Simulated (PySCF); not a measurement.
# Computed properties of ClF2HSeSi, SMILES [Si](Cl)([SeH])(F)F

Si(Cl)(F)2(SeH) (ClF2HSeSi), SMILES F[Si](F)(Cl)[SeH]. Geometry: r2SCAN-D4/def2-SVP. The structure was generated by enumeration, and PubChem lists no compound with its InChIKey, so it may never have been made. The values are those of a single conformer. All values are computed for the isolated molecule unless a solvent is named; none is compared with measurement here.

**Structure.** All 12 harmonic modes at r2SCAN-D4/def2-SVP (PySCF) are real, so it is a minimum. With heavy atoms numbered as in [F:1][Si:2]([F:3])([Cl:4])[SeH:5], the shortest bond between them is F1–Si2 at 1.606 Å and the longest Si2–Se5 at 2.241 Å.

**Vibrations.** The strongest infrared lines (harmonic, unscaled, degenerate partners summed) lie at 602 cm⁻¹ (215 km/mol, Si 59 %, Cl 24 %, H 15 %), 889 cm⁻¹ (172 km/mol, F 59 %, Si 40 %), 976 cm⁻¹ (125 km/mol, F 50 %, Si 49 %). The softest mode is at 99 cm⁻¹ and the zero-point energy is 10.3 kcal/mol.

**Electronic structure.** M06-2X/def2-TZVP (PySCF) places the frontier levels at -9.12 and 0.09 eV, a gap of 9.21 eV, and gives a dipole moment of 1.79 D and a mean polarisability of 57.5 bohr³. PBE/def2-TZVP (PySCF) at the same geometry gives -6.74 and -1.62 eV, so its gap is 4.09 eV narrower. An orbital gap is neither the optical nor the fundamental gap.

**Excitations.** TDDFT-PBE0/def2-SVPD (PySCF) has S1 at 5.45 eV (228 nm, f = 0.003, weak); the most intense of the 10 singlets computed lies at 8.01 eV (f = 0.18). T1 (TDA) is at 5.00 eV. TDDFT-PBE/def2-SVPD (PySCF) puts S1 at 5.16 eV. No vertical singlet excitation falls in the visible range (under 3.1 eV).

**NMR.** GIAO shifts at PBE0/pcSseg-1 (PySCF) (non-relativistic, atoms alike by connectivity averaged): ¹H at 1.5 ppm against TMS; ²⁹Si at -4.5 ppm against TMS; ¹⁹F at -104.6 ppm against CFCl3. Without spin–orbit terms, shifts of atoms bonded to Cl or Br come out too high.
